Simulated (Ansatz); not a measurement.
Reaction (formal exchange of groups at a C–N bond): `CN[CH2][GeH3]` + `C=C=C` → `C=C=C[CH2][GeH3]` + CH₃NH₂

Gas-phase electronic energies from Ansatz, PBE0-D4/def2-TZVP geometries. CCSD(T)/CBS adds triple-zeta CCSD(T) − MP2 to the extrapolated MP2 energy (def2 sets, frozen cores). This one scheme is used for every species. DFT in def2-TZVPP. B3LYP here is the variant with VWN-RPA as its local correlation; programs differ in this. For Ge outer-core shells are correlated without core-valence functions, which leaves a few kJ/mol of doubt a bond. Scalar relativity is left out up to krypton. One conformer a species, not always the lowest.

`CN[CH2][GeH3]`:

Z-matrix (Å, degrees):
```
C
N 1 1.447
H 1 1.094 2 109.4
H 1 1.103 2 113.7 3 -120.3
H 1 1.092 2 109.8 3 118.0
C 2 1.447 1 113.2 3 65.6
H 2 1.012 1 109.8 3 -170.9
Ge 6 1.964 2 110.7 1 -179.3
H 6 1.104 2 113.9 1 56.9
H 6 1.095 2 108.9 1 -61.7
H 8 1.542 6 109.0 2 -52.4
H 8 1.540 6 110.3 2 -171.6
H 8 1.536 6 110.7 2 67.1
```

`C=C=C`:

```xyz
7

C     0.744    0.650    0.844
C     0.000    0.000    0.000
C    -0.744   -0.650   -0.844
H     1.633    1.179    0.517
H     0.498    0.681    1.900
H    -0.558   -1.695   -1.068
H    -1.573   -0.166   -1.350
```

`C=C=C[CH2][GeH3]`:

Cartesian coordinates in Å:
```
C -2.735 0.610 -0.152
C -1.444 0.753 -0.219
C -0.150 0.892 -0.280
C 0.823 0.287 0.679
Ge 1.798 -1.217 -0.143
H -3.238 -0.221 -0.637
H -3.354 1.319 0.390
H 0.260 1.469 -1.107
H 0.314 -0.085 1.570
H 1.563 1.027 0.997
H 2.879 -1.744 0.819
H 2.473 -0.743 -1.443
H 0.811 -2.348 -0.474
```

CH₃NH₂:

Cartesian coordinates in Å:
```
C 0.193 -0.531 0.060
N -0.024 0.905 0.063
H -0.600 -1.126 -0.418
H 0.299 -0.884 1.088
H 1.131 -0.755 -0.453
H -0.885 1.135 0.543
H -0.115 1.255 -0.883
```

| level | ΔE (kJ/mol) | difference from CCSD(T)/CBS |
| --- | --- | --- |
| PBE-D4 | -38.5 | 1.9 |
| r2SCAN-D4 | -38.6 | 1.8 |
| PBE0-D4 | -40.0 | 0.4 |
| B3LYP-D4 | -37.5 | 2.9 |
| ωB97X-V | -35.9 | 4.5 |
| ωB97M-V | -36.8 | 3.6 |
| B2PLYP | -38.9 | 1.5 |
| PBE | -38.1 | 2.3 |
| r2SCAN | -38.4 | 2.0 |
| PBE0 | -39.4 | 1.0 |
| B3LYP | -36.8 | 3.6 |
| HF/def2-TZVPP | -36.7 | 3.7 |
| MP2/def2-TZVPP | -43.9 | -3.5 |
| SCS-MP2/def2-TZVPP | -41.4 | -1.0 |
| CCSD/def2-TZVPP | -38.6 | 1.8 |
| CCSD(T)/def2-TZVPP | -39.2 | 1.2 |
| HF/def2-QZVPP | -36.7 | 3.7 |
| MP2/def2-QZVPP | -44.6 | -4.2 |
| SCS-MP2/def2-QZVPP | -42.1 | -1.7 |
| HF/CBS(def2) | -36.7 | 3.7 |
| MP2/CBS(def2) | -45.1 | -4.7 |
| CCSD/CBS(def2) | -39.8 | 0.6 |
| CCSD(T)/CBS | -40.4 | 0 |

Largest T1 diagnostic among the species: 0.012.
